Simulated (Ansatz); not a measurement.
Process, species as SMILES: ClBr (Cl-Br) → Cl atom + Br atom
B3LYP-D3(BJ)/def2-TZVP geometries, fixed; electronic energies without zero-point terms.

Basis-set convergence of the bond dissociation energy at MP2 with Ansatz (a quantum-chemistry and plane-wave program). All functions are spherical. Cores are frozen (with 3d on Ga to Br). Open shells are unrestricted. No added dispersion term, no relativity. Functions are those of the species that has most. Reference: Hartree-Fock in aug-cc-pV(5+d)Z plus the correlation part extrapolated as X^-3 from aug-cc-pV(Q+d)Z and aug-cc-pV(5+d)Z, 60.20 kcal/mol, itself unsure by roughly 0.39 kcal/mol (a third of the extrapolation step and of the last Hartree-Fock step). Deviations are taken from unrounded values.

```csv
basis,functions,bond dissociation energy (kcal/mol)
pcseg-1,45,42.13
aug-pcseg-1,63,44.21
cc-pV(D+d)Z,50,42.89
aug-cc-pV(D+d)Z,68,46.40
def2-SVP,50,42.52
def2-SVPD,68,43.59
pcseg-2,77,53.04
aug-pcseg-2,109,55.03
cc-pV(T+d)Z,82,53.78
aug-cc-pV(T+d)Z,114,55.31
def2-TZVP,85,53.52
def2-TZVPD,103,54.38
def2-TZVPP,90,53.61
def2-TZVPPD,108,54.44
cc-pV(Q+d)Z,132,57.33
aug-cc-pV(Q+d)Z,182,58.03
pcseg-3,132,57.42
aug-pcseg-3,182,57.85
def2-QZVPP,159,57.41
def2-QZVPPD,177,57.51
cc-pV(5+d)Z,204,58.73
aug-cc-pV(5+d)Z,276,59.14
```

What the diffuse functions change, pair by pair:
- pcseg-1 to aug-pcseg-1: 18 more functions, deviation -18.07 to -15.99 kcal/mol
- cc-pV(D+d)Z to aug-cc-pV(D+d)Z: 18 more functions, deviation -17.31 to -13.80 kcal/mol
- def2-SVP to def2-SVPD: 18 more functions, deviation -17.68 to -16.61 kcal/mol
- pcseg-2 to aug-pcseg-2: 32 more functions, deviation -7.16 to -5.17 kcal/mol
- cc-pV(T+d)Z to aug-cc-pV(T+d)Z: 32 more functions, deviation -6.42 to -4.89 kcal/mol
- def2-TZVP to def2-TZVPD: 18 more functions, deviation -6.68 to -5.82 kcal/mol
- def2-TZVPP to def2-TZVPPD: 18 more functions, deviation -6.59 to -5.76 kcal/mol
- cc-pV(Q+d)Z to aug-cc-pV(Q+d)Z: 50 more functions, deviation -2.87 to -2.17 kcal/mol
- pcseg-3 to aug-pcseg-3: 50 more functions, deviation -2.78 to -2.35 kcal/mol
- def2-QZVPP to def2-QZVPPD: 18 more functions, deviation -2.79 to -2.69 kcal/mol
- cc-pV(5+d)Z to aug-cc-pV(5+d)Z: 72 more functions, deviation -1.47 to -1.06 kcal/mol

Leaving out the reference's own pair, they bring the value nearer the reference by more than 0.39 kcal/mol in 9 of 10 pairs.
